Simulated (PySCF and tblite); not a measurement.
The numbers below are computed, except where a source is named.
C₈H₈O, numbered as in [CH2:1]=[CH:2][O:3][c:4]1[cH:5][cH:6][cH:7][cH:8][cH:9]1.

The ensemble was built from 90 distance-geometry starts (ETKDG and KDG, MMFF94s, GFN2-xTB) and rests on PBE0-D3(BJ)/def2-SVP geometries. Weights use B3LYP-D3(BJ)/def2-SVPD (IEF-PCM, chloroform) energies plus GFN2-xTB zero-point and thermal terms (modes under about 100 cm⁻¹ blended into free rotors). Symmetry numbers and mirror images are counted. Conformers within 3 kcal/mol (GFN2-xTB free energy) were kept, 8 at most. Couplings: B3LYP/pcSseg-1 with pcJ-1 on H (gas phase; spin-dipole term only for pairs with B, N, F, Si or P). Couplings are for ¹H. Of two unlike H on one atom, a is the less shielded (wB97X-D/pcSseg-1 (IEF-PCM, chloroform)). (PySCF 2.14, tblite 0.8.)

Torsions listed: C1–C2–O3–C4, C2–O3–C4–C5. Of a mirror pair one member is shown.

```csv
conformer,shape,weight %
1,"157°, 153°",84.8
2,"1°, 89°",15.2
```

(1) Give the couplings in each conformer and the averages at 298.15 K (pairs that fast motion interchanges averaged).

Thermal terms of a conformer that GFN2-xTB lacks, or places elsewhere, come from the nearest GFN2-xTB minimum; such a conformer stays in the set even outside the window.

Results:

(1) 
```tsv
coupling	pairs	1	2	average (Hz)
²J(H1a,H1b)	1	-0.9	-2.0	-1.1
³J(H1a,H2)	1	14.5	15.1	14.6
³J(H1b,H2)	1	7.2	7.7	7.2
³J(H5,H6)	2	9.2	9.1	9.2
⁴J(H5,H7)	2	0.6	0.7	0.6
⁴J(H5,H9)	1	2.3	2.1	2.3
³J(H6,H7)	2	8.2	8.3	8.2
⁴J(H6,H8)	1	1.2	1.2	1.2
```

Only couplings over up to 4 bonds are listed; longer-range ones, if any, are left out.
